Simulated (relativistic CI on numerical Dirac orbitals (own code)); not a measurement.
# Electric-dipole transitions in Sr¹²⁺

Method of calculation: Dirac-Coulomb-Breit CI, orbitals from a KLI potential per configuration, model QED (radiative potential, 1s self-energy scaled to tabulated hydrogen-like ionisation energies), unscaled Slater integrals (own radial code, finite nucleus).

CI space (outside the closed core [Ne]): 3s²3p⁶3d⁸, 3s²3p⁵3d⁹, 3s²3p⁴3d¹⁰, 3s3p⁶3d⁹, 3s²3p⁶3d⁷4s, 3s²3p⁶3d⁷4p, 3p⁶3d¹⁰, 3s²3p⁶3d⁷4d, 3s²3p⁶3d⁶4s², 3s3p⁵3d¹⁰, 3s²3p⁶3d⁶4s4p, 3s²3p⁶3d⁷4f, 3s²3p⁶3d⁷5s, 3s²3p⁶3d⁶4p², 3s²3p⁶3d⁷5p, 3s²3p⁵3d⁸4s. Levels of other configurations are missing.

```csv
λ vac (Å),Lower,Upper,A (s⁻¹),gf,Branching (%)
66.591,3s²3p⁶3d⁸ ³F3 [2],3s²3p⁶3d⁷4p ³G°4 [107],1.26e+11,7.54e-01,93.8
66.604,3s²3p⁶3d⁸ ³F4 [1],3s²3p⁶3d⁷4p ³G°5 [93],1.21e+11,8.87e-01,95.6
67.160,3s²3p⁶3d⁸ ³F4 [1],3s²3p⁶3d⁷4p ³F°4 [87],1.16e+11,7.09e-01,92.7
67.835,3s²3p⁶3d⁸ ¹G4 [8],3s²3p⁶3d⁷4p ¹G°4 [134],2.71e+11,1.68e+00,96.8
81.628,3s²3p⁶3d⁸ ¹G4 [8],3s²3p⁵3d⁹ ¹F°3 [31],7.07e+11,4.94e+00,95.8
83.590,3s²3p⁶3d⁸ ³F3 [2],3s²3p⁵3d⁹ ³D°2 [19],1.97e+11,1.03e+00,46.2
86.645,3s²3p⁶3d⁸ ³F2 [3],3s²3p⁵3d⁹ ³D°1 [18],3.78e+11,1.28e+00,83.7
86.790,3s²3p⁶3d⁸ ³F4 [1],3s²3p⁵3d⁹ ³D°3 [16],3.16e+11,2.50e+00,68.6
87.778,3s²3p⁶3d⁸ ³F3 [2],3s²3p⁵3d⁹ ³D°3 [16],7.92e+10,6.40e-01,17.2
89.797,3s²3p⁶3d⁸ ³F3 [2],3s²3p⁵3d⁹ ³D°2 [13],1.81e+11,1.09e+00,62.2
91.546,3s²3p⁶3d⁸ ³F4 [1],3s²3p⁵3d⁹ ³F°3 [12],9.01e+10,7.93e-01,53.7
94.589,3s²3p⁶3d⁸ ³F4 [1],3s²3p⁵3d⁹ ³F°4 [10],1.11e+11,1.34e+00,93.4
312.44,3s²3p⁶3d⁷4p ⁵F°5 [67],3s²3p⁶3d⁷4d ³H6 [178],2.92e+10,5.55e+00,82.1
316.20,3s²3p⁶3d⁷4p ⁵G°6 [68],3s²3p⁶3d⁷4d ⁵H7 [174],3.36e+10,7.54e+00,100.0
316.92,3s²3p⁶3d⁷4p ⁵G°5 [77],3s²3p⁶3d⁷4d ³H6 [187],3.27e+10,6.40e+00,97.7
458.63,3s²3p⁶3d⁷4s ⁵F5 [20],3s²3p⁶3d⁷4p ⁵G°6 [68],8.13e+09,3.33e+00,100.0
471.57,3s²3p⁶3d⁷4s ³F4 [24],3s²3p⁶3d⁷4p ⁵G°5 [77],5.85e+09,2.15e+00,46.4
473.77,3s²3p⁶3d⁷4s ³H6 [40],3s²3p⁶3d⁷4p ³I°7 [118],7.60e+09,3.83e+00,100.0
476.73,3s²3p⁶3d⁷4s ⁵F4 [21],3s²3p⁶3d⁷4p ⁵F°5 [67],5.07e+09,1.90e+00,38.1
506.74,3s²3p⁶3d⁷4s ⁵F5 [20],3s²3p⁶3d⁷4p ⁵F°5 [61],4.59e+09,1.94e+00,72.7
```

Terms are leading LS components. Brackets give the number of a level in order of energy, since labels repeat. The list gives strong lines, with weight on those to low levels, without lines whose two gauges differ by over a factor of 2.5, among the lowest 200 of 1633 levels, so that lines to higher ones, which can be the strongest, are missing. Levels whose partners in the same complex of configurations lie outside the list can be far off, and so can their lines. Rates are taken at the computed energies, electric ones in the length gauge.

At this charge energies of transitions that change n are usually good to better than 1 %, and those within a shell (Δn = 0) to a few per cent. Terms inside the open d or f shell come out 10 to 20 % too wide with unscaled integrals.

LS names give the leading component of a level, which can be under half, so a name can repeat, a term be missing and a line seem to break the LS rules.
